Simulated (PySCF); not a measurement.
# Pt⁺: excitation energy

Pt⁺ [Xe] 4f14 5d9 (2D) → Pt⁺ [Xe] 4f14 5d8 6p1 (high-spin determinant), as a difference of total energies. Computed with PySCF 2.14 in aug-cc-pVTZ-PP with one added diffuse shell each of s, p, d, f, g type with ECP60MDF (7s7p6d4f3g, 113 functions), with scalar relativity through the core potential. Correlated levels: valence: 5s2 5p6 frozen. The calculations carry no spin-orbit coupling.

| method | excitation energy (cm⁻¹) |
| --- | --- |
| UHF | 52637 |
| LDA | 62116 |
| PBE | 60244 |
| PBE0 | 59896 |
| PBEsol | 60796 |
| M06 | 65942 |
| TPSSh | 59073 |
| MP2 (valence) | 61528 |
| SCS-MP2 (valence) | 62125 |

The determinant of the upper state mixes LS terms, which raises its energy above the lowest term, most at the Hartree-Fock and MP2 levels.
